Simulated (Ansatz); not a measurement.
Consider the ligand exchange at the Si–C bond: `FC[SiH2][InH2]` + H–F → `F[SiH2][InH2]` + `CF`.

Calculated with Ansatz (gas phase, PBE0-D4/def2-TZVP geometries, no zero-point term in ΔE). CCSD(T)/CBS is the MP2 limit (def2-TZVPP, def2-QZVPP) plus CCSD(T) − MP2 in def2-TZVPP, frozen cores. This one scheme is used for every species. Functionals use def2-TZVPP. HSE06 is defined as in plane-wave codes. Elements past krypton have def2 core potentials. For In outer-core shells are correlated without core-valence functions, which leaves a few kJ/mol of doubt a bond. Each species was taken in one conformer, which may not be the lowest.

CCSD(T)/CBS gives -127.6 kJ/mol.

Question: Another level gave -138.3 kJ/mol. Which?
A. SCS-MP2/def2-TZVPP
B. HSE06-D4/def2-TZVPP
C. LDA (SPW92)/def2-TZVPP
D. LC-ωPBE/def2-TZVPP

Answer: A. SCS-MP2/def2-TZVPP -138.3, LDA (SPW92) -115.2, LC-ωPBE -133.3, HSE06-D4 -125.0 kJ/mol.

Question: What do rigid-rotor, harmonic-oscillator terms from PBE0-D4/def2-TZVP frequencies (298.15 K, 1 bar) make of the CCSD(T)/CBS value? (An estimate is asked.)

Answer: The calculation gave: ΔZPE = +6.7 kJ/mol, ΔH = -123.4 kJ/mol, ΔS = 11 J/(mol·K), ΔG = -126.7 kJ/mol. Modes under 50 cm⁻¹ make the entropy rough.

Largest T1 diagnostic among the species: 0.014.

In def2-TZVPP, CCSD(T) changes the Hartree–Fock value by +36.9 kJ/mol (the triples alone add +5.5 kJ/mol) and MP2 by +36.4 kJ/mol. At CCSD(T), def2-SVP lies +7.6 kJ/mol from the extrapolated value and def2-TZVPP −2.0 kJ/mol.

CCSD(T)/CBS has its own doubt, a few kJ/mol and more with outer-core shells, so smaller differences from it don't rank the levels.
